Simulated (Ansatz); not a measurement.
System: sum formula Si$_{2}$H$_{3}$F$_{2}$ (charge 0, doublet). It need not be the lowest isomer of its formula. SMILES: F[SiH](F)[SiH2]
Structure (B3LYP-D3(BJ)/def2-TZVP (Ansatz, an electronic-structure program) minimum search):
```
Si
F 1 1.5983
F 1 1.5983 2 107.69
H 1 1.4770 2 106.90 3 -114.57
Si 1 2.3297 4 118.12 2 122.45
H 5 1.4835 1 113.24 4 -63.41
H 5 1.4835 6 110.50 1 -128.25
```
Charge 0, spin multiplicity 2.

Wanted: atomisation energy (electronic, to ground-state atoms), in kcal/mol. Correlated levels leave the core frozen unless marked. UHF or UKS for open shells. No spin-orbit coupling. Non-relativistic. The coupled-cluster limit lacks core correlation, which all-electron functionals hold. Basis-set limits of correlation are two-point, X^-3; Hartree-Fock from the larger set.

```csv
level,program,atomisation energy (kcal/mol)
PBE0-D4/def2-TZVP,Ansatz + dftd4,550.4
```

Problem. Predict the CCSD(T)/CBS(aug-cc-pV(T+d)Z,aug-cc-pV(Q+d)Z) result (Ansatz).

Solution. 563.4 kcal/mol, so PBE0-D4/def2-TZVP differs from it by -13.0 kcal/mol.
